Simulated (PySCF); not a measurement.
Isomers of C2H6N2. All species are isolated molecules in the gas phase. One relaxed conformer stands for each flexible species; it need not be the lowest. Strings in code marks are SMILES.

These are TPSSh-D3(BJ)/def2-TZVP // B3LYP-D3(BJ)/def2-TZVP (PySCF 2.14.0) values and carry that method's errors. All candidates: neutral, multiplicity 1. Excitations are Tamm–Dancoff values on a coarser integration grid. The basis has no diffuse functions, so Rydberg states are missing or too high.

```json
{
 "HOMO–LUMO gap": "6.24 eV",
 "T1 excitation (TDA)": "5.42 eV",
 "S1 excitation (TDA)": "5.68 eV"
}
```

Question: Say which member has these values.
A) `C/N=C/N`
B) `[H]/N=C\NC` (C–N–C–N torsion 6°)
C) `C=C(N)N`
D) `C1NCN1`

Answer: D, `C1NCN1`. The others give `C/N=C/N`: 6.39 eV, 4.61 eV, 6.05 eV; `C=C(N)N`: 5.79 eV, 4.31 eV, 5.29 eV; `[H]/N=C\NC` (C–N–C–N torsion 6°): 6.60 eV, 4.85 eV, 6.13 eV
